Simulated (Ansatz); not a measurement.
```yaml
crystal:
  periodic: [false, false, false]
  atoms:
    - {symbol: W, position_ang: [-0.003970, 0.003621, 0.500421]}
    - {symbol: O, position_ang: [1.604508, -0.027564, -0.153909]}
    - {symbol: O, position_ang: [-0.777362, 1.400385, -0.183120]}
    - {symbol: O, position_ang: [-0.823177, -1.376432, -0.163401]}
basis:
  gaussian: {orbitals: def2-TZVP}
hamiltonian: {xc: {name: HF}, dispersion: d4}
output: {forces: true}
```

```sh
$ ansatz run in.yaml --threads 4 --pin off --events-out ev --progress --plain --max-ram 3916MiB
```

It prints (some lines left out):

```
Functional definition: HF
1055 factors; their error is unknown
mean field evaluation 1: about -7903.8334 eV, gradient 9.3e1 eV
mean field evaluation 2: about -7870.0223 eV, gradient 1.7e2 eV
mean field evaluation 4: about -7920.3181 eV, gradient 2.1e0 eV
mean field evaluation 8: about -7920.3545 eV, gradient 1.6e-1 eV
mean field evaluation 16: about -7903.9574 eV, gradient 9.3e1 eV
mean field evaluation 32: about -7908.7807 eV, gradient 5.8e0 eV
mean field evaluation 64: about -7920.4750 eV, gradient 5.1e-2 eV
mean field -7920.47505147 eV, -291.0720894508 hartree, gradient 1.9e-5 eV, S^2 0.000000; 1 other end points of the search recorded, 0 dependent functions left out
reference -7920.47505147 eV, -291.0720894508 hartree; 19, 19 occupied and 114, 114 virtual orbitals, 1055 factors
Total energy: -7920.77345768 eV, -291.0830556767 hartree
Atom 0 at    -0.003970     0.003621     0.500421 Å, force     0.045537    -0.041324    -5.733074 eV/Å
Atom 1 at     1.604508    -0.027564    -0.153909 Å, force    -2.710055     0.058115     1.889358 eV/Å
Atom 2 at    -0.777362     1.400385    -0.183120 Å, force     1.293778    -2.342211     1.938461 eV/Å
Atom 3 at    -0.823177    -1.376432    -0.163401 Å, force     1.370739     2.325420     1.905255 eV/Å
Dipole moment:    -0.011711     0.010673     1.476652 e Å
```

Run time 2.3 s (4 threads of Arm Neoverse N1 on a shared host).

In the def2 sets W takes a core potential; there is no spin–orbit coupling. The restricted singlet is unstable towards broken spin symmetry in Hartree–Fock (as tested in another run); at RHF-D3(BJ)/def2-TZVP this wasn't settled.
